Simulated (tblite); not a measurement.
Species: CH13NO2Si4.
Cartesian coordinates in Å at the GFN2-xTB level; atoms count from 1:
```
atom  x, y, z in Å
C1    -2.1259   -0.1586    1.7215
O2    -1.2592    0.1552    0.6765
Si3   -1.5020    1.2912   -0.4663
O4    -0.2128    1.1953   -1.4085
Si5    1.0629    0.2494   -1.8604
N6     0.6563   -0.7112   -3.2323
Si7    1.6427   -1.0518   -0.0562
Si8    1.6640    0.0160    1.9945
H9    -1.7286   -1.0293    2.2437
H10   -3.1265   -0.3880    1.3460
H11   -2.2029    0.6755    2.4233
H12   -2.6998    0.9742   -1.2446
H13   -1.5211    2.6365    0.0987
H14    1.9526    1.2975   -2.3710
H15    0.4494   -1.6909   -3.1358
H16    0.1086   -0.3116   -3.9780
H17    2.9693   -1.6519   -0.3228
H18    0.7873   -2.2586    0.0243
H19    3.0051    0.0400    2.5981
H20    0.8235   -0.6101    3.0248
H21    1.2482    1.4206    1.9241
```

Method: GFN2-xTB as coded in tblite; computed harmonic values from a numerical Hessian at the method's own geometry, unscaled. This tight-binding method is rough: wavenumbers can miss measured ones by several per cent, in bad cases by 10 to 20. Modes of hydrogen on silicon can be 10 to 20 % off. One conformer, not necessarily the lowest.

Harmonic wavenumbers (cm⁻¹): 25.4, 35.6, 40.5, 58.1, 69.6, 71.6, 93.4, 108.2, 137.2, 145.0, 156.8, 212.5, 253.9, 326.4, 359.5, 392.4, 403.5, 448.5, 452.3, 497.6, 567.9, 570.0, 581.7, 591.7, 600.6, 655.1, 728.7, 755.3, 781.5, 790.2, 810.3, 821.5, 828.2, 838.1, 851.1, 895.4, 1064.8, 1138.9, 1141.9, 1162.1, 1421.3, 1485.2, 1491.4, 1517.3, 2083.3, 2102.7, 2184.7, 2195.6, 2197.8, 2222.0, 2237.9, 2292.3, 2945.8, 2960.6, 2994.9, 3464.4, 3511.2.

A = 1002, B = 874.5, C = 551.5 MHz; mass 183.002 u (most abundant isotopes); point group C1, symmetry number 1.

**Question.** Zero-point energy?

**Answer.** ½Σν̃ = 29886 cm⁻¹ = 85.45 kcal/mol.

**Question.** Entropy at 298.15 K, 1 bar (ideal gas, RRHO, classical rotation)?

**Answer.** Translation 41.55, rotation 30.88, vibration 60.14: S = 132.6 cal/(mol K).

**Question.** And Cp and H(298.15 K) − H(0)?

**Answer.** Cp = 57.15 cal/(mol K), of which vibrations give 49.20 (their classical limit is 57 R = 113.3); H(298.15 K) − H(0) = 10.80 kcal/mol without the zero-point energy, 8.43 from vibrations.

**Question.** Blend soft modes into free rotors: weight 1/[1 + (100 cm⁻¹/ν̃)⁴] for the oscillator and the rest for a rotor with moment μB/(μ + B), μ = h/(8π²ν), B = 10⁻⁴⁴ kg m². What vibrational entropy results?

**Answer.** 51.95 cal/(mol K) in place of 60.14, which changes −T·S at 298.15 K by +2.44 kcal/mol.

**Question.** Which modes carry the vibrational entropy at 298.15 K?

**Answer.** 25.4 cm⁻¹: 6.16; 35.6 cm⁻¹: 5.49; 40.5 cm⁻¹: 5.23; 58.1 cm⁻¹: 4.52; 69.6 cm⁻¹: 4.16; 71.6 cm⁻¹: 4.11 cal/(mol K); the other 51 give 30.46 together.

Hindered rotation and anharmonicity are outside this model. Other conformers, if any are populated, would add a mixing term that is left out. The structure is chiral; the term R ln 2 for an equal mix with its mirror image is left out.
